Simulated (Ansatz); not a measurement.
Basis sets compared for AlCl2(SiH3) (AlSiH3Cl2). Total charge 0; singlet. Geometry PBE0-D4/def2-SVP. Ansatz on 4 threads of Arm Neoverse V2 on a shared host; times are rough, and most runs start from earlier orbitals.

```csv
atom,x (Å),y (Å),z (Å)
Al1,-0.953,-0.777,0.399
Cl2,-0.662,-2.843,0.644
Cl3,-2.861,-0.041,0.876
Si4,0.833,0.683,-0.367
H5,0.270,1.864,-1.090
H6,1.759,-0.059,-1.275
H7,1.614,1.174,0.812
```

Binding counts from free atoms (Al doublet, Cl doublet, Si triplet, H doublet) in the same basis, without a counterpoise term.

| level | functions | energy (Eh) | HOMO (eV) | LUMO (eV) | binding per atom (eV) | wall time |
| --- | --- | --- | --- | --- | --- | --- |
| PBE-D4/def2-SVP | 87 | -1453.1362 | -7.14 | -2.47 | 3.03 | 0.6 s |
| PBE-D4/def2-TZVP | 166 | -1453.6453 | -7.21 | -2.63 | 3.03 | 1.2 s |
| r2SCAN-D4/def2-TZVP | 166 | -1454.1967 | -7.48 | -2.44 | 3.08 | 2.8 s |
| PBE0-D4/def2-SVP | 87 | -1453.2711 | -8.33 | -1.79 | 3.02 | 0.9 s |
| PBE0-D4/def2-TZVP | 166 | -1453.7743 | -8.35 | -1.90 | 3.02 | 1.6 s |

**Question.** Estimate the rows for PBE-D4/def2-TZVPD, r2SCAN-D4/def2-TZVPD, PBE0-D4/def2-TZVPD.

**Answer.** 
| level | functions | energy (Eh) | HOMO (eV) | LUMO (eV) | binding per atom (eV) | wall time |
| --- | --- | --- | --- | --- | --- | --- |
| PBE-D4/def2-TZVPD | 205 | -1453.6469 | -7.25 | -2.69 | 3.03 | 1.9 s |
| r2SCAN-D4/def2-TZVPD | 205 | -1454.1977 | -7.50 | -2.47 | 3.08 | 3.8 s |
| PBE0-D4/def2-TZVPD | 205 | -1453.7755 | -8.37 | -1.94 | 3.02 | 2.6 s |
